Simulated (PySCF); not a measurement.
# Shifts of the heteroatoms

Numbering as in the mapped SMILES `[CH3:1][NH:2][Si@@H:3]1[Si@H:4]([Cl:5])[Si@@H:6]([CH3:7])[Si@@H:8]1[Cl:9]` (H(Xn): hydrogen on atom n).

Method: NMR shieldings at PBE0/pcSseg-1/GIAO, geometry: GFN2-xTB, in PySCF 2.14 (one computed conformer, rapidly exchanging positions averaged, in vacuum, relativity neglected).

Q: Where does $^{29}$Si resonate?

A: 
```tsv
atoms	environment	σ (ppm)	δ (ppm)
Si4/Si8	silicon bonded to Cl, 2 Si, H, in a 4-membered ring	345.7	-4.2
Si3	silicon bonded to N, 2 Si, H, in a 4-membered ring	369.0	-23.3
Si6	silicon bonded to C, 2 Si, H, in a 4-membered ring	392.3	-42.5
```

Shieldings were converted by a linear fit to measured shifts: $^{29}$Si: δ = 279.94 − 0.822σ (rms 8.9 ppm, 72 shifts, 25.8 ppm with the 6 outliers that the fit left out vs TMS, solution or neat liquid). A few per cent of atoms miss by over 2 rms, more outside the fitted compound classes.

On a 600 MHz spectrometer $^{29}$Si resonates near 119.2 MHz, so 1 ppm is 119.2 Hz.

Q: Where does $^{15}$N resonate?

A: 
```
atoms                  environment  σ (ppm)  δ (ppm)
   N2  nitrogen bonded to C, Si, H    255.3   -383.3
```

Shieldings were converted by a linear fit to measured shifts: $^{15}$N: δ = -148.07 − 0.921σ (rms 6.3 ppm, 71 shifts vs CH3NO2, solution or neat liquid). Occasional misses reach two or three times the rms, and more in compound classes unlike the fitted ones.

On a 300 MHz spectrometer $^{15}$N resonates near 30.4 MHz, so 1 ppm is 30.4 Hz.
